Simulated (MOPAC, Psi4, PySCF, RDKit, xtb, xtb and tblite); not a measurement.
Internal rotation in C₆H₄O₃S, SMILES O=Cc1ccc(C(=O)O)s1. Scanned: dihedral S10–C6–C7–O8; all other coordinates were relaxed at GFN2-xTB. Points at φ and −φ are mirror images.

Geometry of the scan point at 90° (Å):
```
14

O      3.8125    -0.4606     0.1497
C      2.8965    -0.0537    -0.5199
C      1.5040    -0.0901    -0.1192
C      0.9777    -0.5816     1.0525
C     -0.4165    -0.4615     1.1178
C     -0.9458     0.1244    -0.0014
C     -2.3838     0.3814    -0.2865
O     -3.1238    -0.3981    -0.8169
O     -2.7537     1.5949     0.1250
S      0.2583     0.5306    -1.1573
H      3.0592     0.3914    -1.5200
H      1.5916    -1.0099     1.8239
H     -1.0147    -0.7892     1.9487
H     -3.6929     1.7548    -0.0656
```

Methods: GFN2-xTB (xtb and tblite); MMFF94 // GFN2-xTB (RDKit); PBE0/def2-SVP // GFN2-xTB (Psi4); PBE0-D3(BJ)/def2-SVP // GFN2-xTB (Psi4); PBE/def2-SVP // GFN2-xTB (Psi4); PBE-D3(BJ)/def2-SVP // GFN2-xTB (Psi4); UFF // GFN2-xTB (RDKit); PM3, restricted, heats of formation // GFN2-xTB (MOPAC); PM7, restricted, heats of formation // GFN2-xTB (MOPAC); GFN1-xTB // GFN2-xTB (xtb); RKS-B3LYP/6-31G* = restricted B3LYP/6-31G*, spherical d, density fitting // GFN2-xTB (PySCF); RKS-B3LYP/LANL2DZ = PySCF 2.14.0 with restricted B3LYP/LANL2DZ, with its core potentials past Ne // GFN2-xTB; RKS-BP86/6-31G* = PySCF with restricted BP86/6-31G*, spherical d, density fitting // GFN2-xTB; RKS-B3LYP/6-311+G** = PySCF with restricted B3LYP/6-311+G**, spherical d, density fitting // GFN2-xTB.

Least-squares fit of E(φ) = a0 + Σ (a_n cos nφ + b_n sin nφ), n = 1 to 4, to the 12 scan points, in kcal/mol above the lowest point of each profile (levels whose profile four harmonics don't fit are not listed):

```
method                  a0     a1    b1     a2    b2     a3    b3    a4    b4  rms of fit
--------------------  ----  -----  ----  -----  ----  -----  ----  ----  ----  ----------
GFN2-xTB              2.59   0.26  0.00  -2.49  0.00  -0.04  0.00  0.12  0.00        0.01
MMFF94                4.33  -0.58  0.00  -4.05  0.00  -0.07  0.00  0.39  0.00        0.04
PBE0/def2-SVP         4.23   0.19  0.00  -4.43  0.00  -0.15  0.00  0.29  0.00        0.05
PBE0-D3(BJ)/def2-SVP  4.25   0.20  0.00  -4.45  0.00  -0.15  0.00  0.29  0.00        0.05
PBE/def2-SVP          4.20   0.27  0.00  -4.33  0.00  -0.16  0.00  0.29  0.00        0.06
PBE-D3(BJ)/def2-SVP   4.23   0.28  0.00  -4.37  0.00  -0.16  0.00  0.30  0.00        0.06
UFF                   4.50   0.54  0.00  -4.57  0.00  -0.25  0.00  0.48  0.00        0.08
PM3                   0.38  -0.35  0.00   0.13  0.00   0.18  0.00  0.01  0.00        0.03
PM7                   1.04  -0.24  0.00  -0.92  0.00   0.06  0.00  0.03  0.00        0.02
GFN1-xTB              2.53   0.12  0.00  -2.54  0.00  -0.01  0.00  0.13  0.00        0.01
RKS-B3LYP/6-31G*      4.24   0.12  0.00  -4.44  0.00  -0.14  0.00  0.28  0.00        0.04
RKS-B3LYP/LANL2DZ     4.58   0.21  0.00  -4.77  0.00  -0.13  0.00  0.32  0.00        0.05
RKS-BP86/6-31G*       4.18   0.23  0.00  -4.35  0.00  -0.16  0.00  0.27  0.00        0.05
RKS-B3LYP/6-311+G**   3.70   0.11  0.00  -3.91  0.00  -0.13  0.00  0.26  0.00        0.02
```
